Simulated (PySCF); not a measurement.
Correlation energy of Si⁻ (silicon, charge -1)

[Ne] 3s2 3p3, high-spin 4S determinant. All numbers are calculated (PySCF 2.14, the spin-free X2C one-electron Hamiltonian (Gaussian nucleus), in x2c-QZVPPall with one added diffuse shell each of s, p, d, f type (10s7p5d3f1g, 86 functions)). Frozen: [Ne]; 5 electrons correlated.

MP2 pair energies summed by pair of shells (mhartree):

```tsv
pair	energy	share (%)
3s-3p	-50.24	62.3
3p-3p	-17.10	21.2
3s-3s	-13.29	16.5
```

Total MP2 correlation energy: -80.62 mhartree.

Same-spin part -22.75 and opposite-spin part -57.87 mhartree; SCS-MP2 scales them by 1/3 and 6/5 to -77.03 mhartree.
